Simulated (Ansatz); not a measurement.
Born–Oppenheimer molecular dynamics of AlBH₅NS (9 atoms, charge 0, multiplicity 1). It starts at the highest image of a converged band. Of that band: The profile has 2 maxima (images 3, 6) with wells between them (image 4): this band takes more than one step, which may be the mechanism or a detour left from its start path. Neighbouring images differ by up to 1.7 eV, so the band resolves the path poorly. A vibrational analysis at the climbing image gives one clearly imaginary mode, 1283i cm⁻¹: a first-order saddle point.

Level of theory: RKS PBE/def2-mTZVP (Ansatz).

* ensemble: NVE (velocity Verlet)
* time step: 0.5 fs
* steps asked: 200
* starting velocities drawn for: 100 K
* seed: 2812

Frames 0.5 fs apart, positions in Å.

Velocities at 15.0 fs (Å/ps):

```
B 1.10 3.39 1.35
S -1.08 -1.25 -0.45
Al -0.91 -0.37 4.03
N 5.04 -3.57 -0.16
H -1.62 -0.99 -8.64
H 0.98 0.54 -10.26
H -13.24 54.02 -97.03
H -32.81 3.14 -2.86
H 23.61 6.22 13.01
```

```xyz
9
Properties=species:S:1:pos:R:3 time_fs=15.0 energy_less_start_eV=-0.738 T=912
B -1.778 0.805 0.017
S -1.204 0.392 1.649
Al 0.535 -0.994 1.203
N 1.349 -0.517 -0.473
H -2.668 1.590 -0.066
H -1.286 0.344 -1.016
H 2.128 -0.600 0.240
H 1.578 -1.299 -1.102
H 1.317 0.364 -1.033
9
Properties=species:S:1:pos:R:3 time_fs=15.5 energy_less_start_eV=-0.784 T=962
B -1.778 0.807 0.018
S -1.205 0.391 1.649
Al 0.534 -0.995 1.205
N 1.351 -0.519 -0.474
H -2.669 1.590 -0.070
H -1.286 0.344 -1.020
H 2.122 -0.572 0.191
H 1.561 -1.298 -1.103
H 1.329 0.367 -1.026
9
Properties=species:S:1:pos:R:3 time_fs=16.0 energy_less_start_eV=-0.784 T=962
B -1.777 0.809 0.018
S -1.206 0.391 1.648
Al 0.534 -0.995 1.207
N 1.354 -0.521 -0.474
H -2.671 1.589 -0.075
H -1.286 0.345 -1.024
H 2.121 -0.543 0.141
H 1.544 -1.297 -1.106
H 1.341 0.369 -1.019
9
Properties=species:S:1:pos:R:3 time_fs=16.5 energy_less_start_eV=-0.754 T=933
B -1.776 0.810 0.019
S -1.206 0.390 1.648
Al 0.533 -0.996 1.210
N 1.356 -0.522 -0.475
H -2.673 1.590 -0.080
H -1.287 0.347 -1.026
H 2.126 -0.513 0.093
H 1.527 -1.297 -1.109
H 1.353 0.372 -1.011
9
Properties=species:S:1:pos:R:3 time_fs=17.0 energy_less_start_eV=-0.741 T=921
B -1.776 0.812 0.019
S -1.207 0.390 1.648
Al 0.532 -0.996 1.212
N 1.358 -0.523 -0.476
H -2.676 1.590 -0.085
H -1.288 0.349 -1.026
H 2.141 -0.481 0.050
H 1.509 -1.298 -1.113
H 1.365 0.373 -1.003
9
Properties=species:S:1:pos:R:3 time_fs=17.5 energy_less_start_eV=-0.777 T=960
B -1.775 0.813 0.019
S -1.208 0.389 1.648
Al 0.531 -0.997 1.215
N 1.360 -0.524 -0.478
H -2.679 1.590 -0.090
H -1.290 0.352 -1.025
H 2.166 -0.450 0.011
H 1.491 -1.301 -1.118
H 1.375 0.375 -0.996
9
Properties=species:S:1:pos:R:3 time_fs=18.0 energy_less_start_eV=-0.853 T=1041
B -1.774 0.815 0.019
S -1.208 0.389 1.647
Al 0.531 -0.998 1.218
N 1.361 -0.525 -0.481
H -2.682 1.591 -0.095
H -1.291 0.355 -1.023
H 2.202 -0.419 -0.022
H 1.473 -1.304 -1.124
H 1.383 0.376 -0.990
9
Properties=species:S:1:pos:R:3 time_fs=18.5 energy_less_start_eV=-0.923 T=1115
B -1.773 0.816 0.019
S -1.209 0.388 1.647
Al 0.530 -0.999 1.221
N 1.361 -0.526 -0.483
H -2.686 1.591 -0.100
H -1.294 0.358 -1.019
H 2.246 -0.389 -0.052
H 1.455 -1.309 -1.131
H 1.389 0.377 -0.986
9
Properties=species:S:1:pos:R:3 time_fs=19.0 energy_less_start_eV=-0.945 T=1139
B -1.772 0.818 0.018
S -1.210 0.388 1.647
Al 0.529 -1.000 1.224
N 1.362 -0.526 -0.486
H -2.689 1.591 -0.105
H -1.296 0.362 -1.015
H 2.294 -0.361 -0.080
H 1.437 -1.314 -1.139
H 1.393 0.379 -0.984
9
Properties=species:S:1:pos:R:3 time_fs=19.5 energy_less_start_eV=-0.912 T=1104
B -1.771 0.819 0.018
S -1.210 0.388 1.647
Al 0.528 -1.001 1.228
N 1.363 -0.526 -0.490
H -2.693 1.591 -0.110
H -1.298 0.366 -1.009
H 2.344 -0.335 -0.107
H 1.420 -1.319 -1.147
H 1.393 0.381 -0.983
9
Properties=species:S:1:pos:R:3 time_fs=20.0 energy_less_start_eV=-0.839 T=1025
B -1.770 0.821 0.017
S -1.211 0.388 1.647
Al 0.527 -1.003 1.231
N 1.365 -0.526 -0.493
H -2.696 1.591 -0.115
H -1.300 0.371 -1.004
H 2.392 -0.313 -0.134
H 1.403 -1.323 -1.156
H 1.390 0.384 -0.986
9
Properties=species:S:1:pos:R:3 time_fs=20.5 energy_less_start_eV=-0.750 T=928
B -1.770 0.822 0.017
S -1.212 0.387 1.646
Al 0.526 -1.004 1.235
N 1.367 -0.525 -0.496
H -2.699 1.590 -0.119
H -1.302 0.375 -0.997
H 2.437 -0.295 -0.162
H 1.387 -1.327 -1.164
H 1.384 0.386 -0.990
```

Of the whole run (100 fs, mean temperature of the second half 794 K): The conserved energy stayed within 0.84 meV per atom of its start (net change -0.11 meV per atom), so the integration is sound. The system heated up, since it started high on the potential surface and ran downhill. A run of 0.1 ps of so small a system gives no equilibrium averages. The orbitals stay closed-shell, which can raise the energy where a bond breaks towards radicals; this wasn't checked here.

The run took 5.1 min on 2 threads of Arm Neoverse V1, on a shared host, peak memory 0.13 GiB.
